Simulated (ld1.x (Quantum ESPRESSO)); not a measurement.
**What one change does to a pseudopotential (thallium (Tl), TM)**

thallium (Tl), norm-conserving Troullier–Martins (Kleinman–Bylander form), made with ld1.x (Quantum ESPRESSO) 7.5 (LDA (PZ), fully relativistic). Core [Xe] 4f14 5d10, reference 6s2 6p0.5 (charge +0.5). Waves: 6p (bound): rc 2.50 bohr; 6s (bound): rc 1.65 bohr. Local part: the s channel. Core correction: Bessel-smoothed model core, default radius (core density twice the valence density).

Open shells are filled in proportion to 2j + 1 (rel_dist='average').

Change: wave 6p (bound): rc 2.50 bohr becomes 6p (bound): rc 3.44 bohr.

Cutoffs: the cutoffs (Ry, on a coarse ladder) from which the occupation-weighted sum of valence levels, in a spherical-Bessel basis at the reference potential, stays within 10 and 1 mRy of its value at 400 Ry; they do not see the model core or the augmentation charge, which bear on the density cutoff. Errors are all-electron minus pseudo energies relative to the spin-unpolarised reference configuration.

Problem. Predict the effect on cutoff, ghosts and configuration errors.

Solution. The potential gets neither clearly harder nor softer (40 Ry and 90 Ry → 40 Ry and 90 Ry); the s channel sets the loose cutoff, while the largest relative change is in p, which becomes softer; of the 7 tests that both files solve, the error grows in 0 and shrinks in 2 by more than 15 % and 0.3 meV (median size 29.6 → 18.4 meV); neither file shows a bound ghost.

| quantity | base | changed |
| --- | --- | --- |
| cutoff, loose | 40 Ry | 40 Ry |
| cutoff, tight | 90 Ry | 90 Ry |
| loose cutoff by channel (10 mRy a level) | p 8 Ry, s 25 Ry | p 6 Ry, s 25 Ry |
| bound ghosts | none | none |
| error for 6s2 6p1, meV [ΔE -2.02 eV] | -4.6 | -4.9 |
| error for 6s2 6p0, meV [ΔE 3.50 eV] | -10 | -11 |
| error for 6s1 6p0, meV [ΔE 24.70 eV] | -307 | -317 |
| error for 6s2 6p1.3, meV [ΔE -2.59 eV] | -8.8 | -9.2 |
| error for 6s1 6p2, meV [ΔE 5.34 eV] | -30 | -18 |
| error for 6s1 6p1, meV [ΔE 11.74 eV] | -87 | -77 |
| error for 6s0 6p3, meV [ΔE 13.11 eV] | -150 | -102 |
